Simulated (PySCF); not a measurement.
**Orbital energies and ionisation energy**

Species: GeHF3.
Structure used (PBE0-D3(BJ)/def2-SVP), in Å, numbered top down from 1:
```xyz
5
F3GeH angstrom
Ge     0.0121   -0.0006    0.0871
H      0.2182   -0.0157    1.5899
F      1.4928    0.0181   -0.7735
F     -0.8706    1.3700   -0.4378
F     -0.8525   -1.3718   -0.4657
```

Level: PBE0/def2-SVPD (PySCF). Frontier orbitals with their largest atomic shares (Löwdin; up to four atoms above 4 %):

```json
{"orbital": "HOMO−3", "ε (eV)": "-12.33", "main atoms": "F3 52 %, F4 28 %, F5 17 %"}
{"orbital": "HOMO−2", "ε (eV)": "-12.33", "main atoms": "F5 48 %, F4 36 %, F3 13 %"}
{"orbital": "HOMO−1", "ε (eV)": "-12.13", "main atoms": "F5 34 %, F4 33 %, F3 33 %"}
{"orbital": "HOMO", "ε (eV)": "-11.54", "main atoms": "?"}
{"orbital": "LUMO", "ε (eV)": "-0.79", "main atoms": "Ge1 34 %, H2 27 %, F3 13 %, F4 13 %"}
{"orbital": "LUMO+1", "ε (eV)": "0.05", "main atoms": "Ge1 43 %, H2 23 %, F4 12 %, F5 12 %"}
{"orbital": "LUMO+2", "ε (eV)": "0.05", "main atoms": "Ge1 43 %, H2 23 %, F3 12 %, F5 11 %"}
```

What vertical ionisation energy does ΔSCF give, and how far is −ε(HOMO) from it?

ΔSCF: 14.09 eV (1359 kJ/mol; threshold wavelength 88.0 nm); ⟨S²⟩ of the doublet left behind is 0.763, against 0.75 for a pure doublet. −ε(HOMO) is 11.54 eV, 2.55 eV below it. For the exact functional −ε(HOMO) would equal the first vertical ionisation energy; PBE0 (global hybrid, 25 % exact exchange) falls short of its own ΔSCF value by 18 %.

On which atoms does the HOMO lie?

H2 (hydrogen on germanium) 24 %, Ge1 (germanium bonded to 3 F and H) 23 %, F5 (fluorine bonded to Ge) 18 %, F3 (fluorine bonded to Ge) 18 %, so no atom holds as much as 40 %. The HOMO−1 lies 0.59 eV lower.

How many of the 15 lowest singlet excitations (vertical TDDFT, same level) lie below the ionisation energy?

All 15; they run from 9.49 to 11.13 eV.

What kinetic energy would electrons from this vertical process carry with Lyman-α light (10.199 eV)?

The photon is 3.89 eV short of the vertical value.

With α = 28.0 au, estimate the like-pair dispersion coefficient by London's formula C6 = (3/4)α²I.

I = 0.5177 Eh, so C6 ≈ 305 au, a rough estimate.

Shift the occupied levels rigidly so that −ε(HOMO) equals the ΔSCF value. What binding energies result?

The shift is +2.55 eV: HOMO 14.09, HOMO−1 14.68, HOMO−2 14.88, HOMO−3 14.88 eV. A rigid shift is only a rough guide to the deeper ionisations.

Geometry: PBE0-D3(BJ)/def2-SVP; no solvent, vibrations or thermal averaging. The calculation is non-relativistic, for germanium too.
